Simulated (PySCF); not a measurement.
## A ladder of Hamiltonians for Ir⁶³⁺ (iridium, charge +63)

Occupied: 1s1/2, 2s1/2, 2p1/2, 2p3/2, 3s1/2, 3p1/2. Hartree-Fock calculated with PySCF 2.14 in an even-tempered Gaussian basis (19 s from 9.1 bohr⁻², ratio 2.3; 16 p from 11 bohr⁻², ratio 2.3), Gaussian nucleus throughout. NR is non-relativistic, sf-X2C the spin-free one-electron X2C Hamiltonian, X2C adds the bare one-electron spin-orbit term, X2C-SNSO screens it by Boettger's factors, DC is four-component Dirac-Coulomb, and the Gaunt term is added at first order (total energies over the DC spinors, levels after relaxing the spinors in that mean field). QED terms are absent. Levels marked empty are virtual spinors of this ion; the basis has s and p functions only, so 3d, which can lie below the n = 4 levels, is absent.

| Hamiltonian | E (hartree) | E − E(DC) (hartree) | CPU seconds |
| --- | --- | --- | --- |
| X2C | -13207.9251 | 4.7798 | 0.36 |
| X2C-SNSO | -13206.0352 | 6.6696 | 0.38 |
| DC | -13212.7048 | 0.0000 | 19 |
| DC+Gaunt | -13194.8852 | 17.8196 | 33 |

```
   level (eV)       X2C  X2C-SNSO        DC  DC+Gaunt
        1s1/2  -81778.9  -81780.8  -81877.6  -81596.8
        2s1/2  -18546.1  -18546.8  -18561.0  -18529.6
        2p1/2  -18058.2  -18019.9  -18029.7  -17976.4
        2p3/2  -16316.9  -16329.2  -16339.0  -16304.8
        3s1/2   -7462.0   -7462.3   -7465.8   -7457.8
        3p1/2   -7292.7   -7282.8   -7285.4   -7271.6
3p3/2 (empty)   -6709.1   -6712.4   -6714.5   -6706.0
4s1/2 (empty)   -3908.2   -3908.2   -3909.5   -3906.4
```

```json
{"interval (eV)": "2p3/2 − 2p1/2", "X2C": "1741", "X2C-SNSO": "1691", "DC": "1691", "DC+Gaunt": "1672"}
```

Weight of the small component: 1s1/2 0.0851, 2s1/2 0.0199, 2p1/2 0.0198, 2p3/2 0.0178, 3s1/2 0.00772, 3p1/2 0.00764, 3p3/2 0.00707, 4s1/2 0.00391.

Koopmans' value for the highest occupied level at DC+Gaunt: 7271.6 eV, against an ionisation energy of 7274 ± 19 eV (theoretical estimate listed by NIST; NIST Atomic Spectra Database, ionization energies); the former lacks relaxation, correlation, QED and recoil.

The whole ladder took 57 s of wall time on 1 thread of AMD EPYC 7R43 64-Core Processor (shared host), launched as `OMP_NUM_THREADS=1 python relrun2.py TASK.json OUT` (a driver that calls PySCF for each Hamiltonian).
